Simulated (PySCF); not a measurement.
NMR data simulated for an unnamed compound:

1H NMR (600 MHz, computed): δ 2.40 (s, 3H).

13C{1H} NMR (computed): δ 199.9 (C), 126.0 (C), 25.4 (CH3).

How the numbers were obtained: NMR shieldings at B97-2/pcSseg-2/GIAO, structure optimised with PBE0-D3(BJ)/def2-TZVP, in PySCF 2.14 (a single conformation, no solvent model, rapidly exchanging positions averaged, relativity neglected).

Scale: 1H (σref 31.64) and 13C (σref 185.38) vs TMS (reference shieldings calculated alike).

Which of these does the molecule contain: a three-membered ring, a CF3 group, a benzene ring, a Si–H bond, a ketone?

## Answers


- A three-membered ring: no.
- A CF3 group: yes (δC 126.0).
- A benzene ring: no.
- A Si–H bond: no.
- A ketone: yes (δC 199.9).

The data belong to CF3C(O)CH3 (SMILES CC(=O)C(F)(F)F); they needn't prove each group on their own.

Carbon signals by region: 1 in the far downfield region (above 160 ppm), 1 in the sp2 and nitrile region (100–160 ppm), 1 below 50 ppm. Above 160 ppm: 199.9, ketone carbonyl carbon.

Splittings by 19F in the carbon and heteronuclear signals aren't shown, as no couplings were computed. Shifts are as computed. Against solution values, carbons near 30 ppm lie about +3 ppm off and those near 130 ppm about +7 ppm. Of 1211 compounds with measured shifts, 218 miss one by over three times the rms of a fit or turn the order of signals round; such compounds aren't used in these exercises.
